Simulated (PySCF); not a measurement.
Compound: CF2Cl-CCl3, C2Cl4F2.
Atom-mapped SMILES: `[F:1][C:2]([F:3])([Cl:4])[C:5]([Cl:6])([Cl:7])[Cl:8]`

The same species was optimised twice, with GFN2-xTB and with PBE0-D3(BJ)/def2-SVP (PySCF), and the same property calculations (PySCF, gas phase) were run on both structures.

```tsv
coordinate	GFN2-xTB	PBE0-D3(BJ)/def2-SVP	change
C2–C5 (Å)	1.539	1.565	+0.026
F1–C2 (Å)	1.338	1.326	-0.012
C2–Cl4 (Å)	1.775	1.763	-0.012
C2–F3 (Å)	1.338	1.326	-0.012
C5–Cl8 (Å)	1.767	1.762	-0.005
C5–Cl7 (Å)	1.767	1.763	-0.004
C5–Cl6 (Å)	1.774	1.771	-0.003
F1–C2–F3 (°)	106.4	108.4	+2.0
F1–C2–C5 (°)	110.6	109.0	-1.6
F3–C2–C5 (°)	110.7	109.1	-1.6
C2–C5–Cl6 (°)	108.7	107.5	-1.2
Cl4–C2–C5 (°)	110.8	111.6	+0.8
Cl7–C5–Cl8 (°)	110.3	110.8	+0.5
C2–C5–Cl8 (°)	108.8	109.3	+0.5
C2–C5–Cl7 (°)	108.9	109.3	+0.4
F1–C2–C5–Cl6 (°)	-59	-59	0
```

Rotational constants: A = 1231, B = 927.8, C = 880.7 MHz (GFN2-xTB) against A = 1235, B = 923.3, C = 880.3 MHz (PBE0-D3(BJ)/def2-SVP). Point groups within 0.08 Å: Cs and Cs.

On the GFN2-xTB structure: HOMO (eV) -9.28 [PBE0/pcSseg-1]; LUMO (eV) -1.22 [PBE0/pcSseg-1]; dipole (D) 0.61 [PBE0/pcSseg-1]; GIAO shielding of F1/F3 (mean) (ppm) 242.9 [PBE0/pcSseg-1]; GIAO shielding of C2 (ppm) 47.3 [PBE0/pcSseg-1]; GIAO shielding of Cl4 (ppm) 597.6 [PBE0/pcSseg-1]; GIAO shielding of C5 (ppm) 65.9 [PBE0/pcSseg-1]; GIAO shielding of Cl6/Cl7/Cl8 (mean) (ppm) 498.0 [PBE0/pcSseg-1].

Task: What do these properties become on the PBE0-D3(BJ)/def2-SVP structure?

Result: 
```tsv
property	level	on GFN2-xTB	on PBE0-D3(BJ)/def2-SVP	change
HOMO (eV)	PBE0/pcSseg-1	-9.28	-9.25	+0.03
LUMO (eV)	PBE0/pcSseg-1	-1.22	-1.14	+0.08
dipole (D)	PBE0/pcSseg-1	0.61	0.47	-0.14
energy, GFN2-xTB geometry as zero (kcal/mol)	PBE0/pcSseg-1	0.0	-0.6	-0.6
GIAO shielding of F1/F3 (mean) (ppm)	PBE0/pcSseg-1	242.9	249.7	+6.8
GIAO shielding of C2 (ppm)	PBE0/pcSseg-1	47.3	49.5	+2.2
GIAO shielding of Cl4 (ppm)	PBE0/pcSseg-1	597.6	625.3	+27.7
GIAO shielding of C5 (ppm)	PBE0/pcSseg-1	65.9	64.7	-1.2
GIAO shielding of Cl6/Cl7/Cl8 (mean) (ppm)	PBE0/pcSseg-1	498.0	508.9	+10.9
```

The heavy atoms differ by 0.025 Å rms after alignment. Among bonds between heavy atoms C2–C5 changes most (+0.026 Å). Changes are differences of the printed values. Neither structure is proved a minimum here.

Shape of the structure used: `[F:1][C:2]([F:3])([Cl:4])[C:5]([Cl:6])([Cl:7])[Cl:8]`: F1–C2–C5–Cl6 -59°.
